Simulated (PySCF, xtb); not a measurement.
CH₇ClFNSi₂, SMILES C[Si@](F)(Cl)N[SiH3].

GFN2-xTB (xtb) at its own geometry gives an orbital gap of 5.50 eV and a dipole moment of 2.55 D.

Geometry: PBE0-D3(BJ)/def2-SVP. The structure was generated by enumeration; whether it is a known compound was not checked. Other conformers were not sampled.

**Question.** What does ωB97X/def2-TZVP (PySCF) give? (An estimate is asked for; the answer gives what the named calculation found.)

**Answer.** gap 12.54 eV (levels -10.52 and 2.02 eV), dipole 2.00 D.
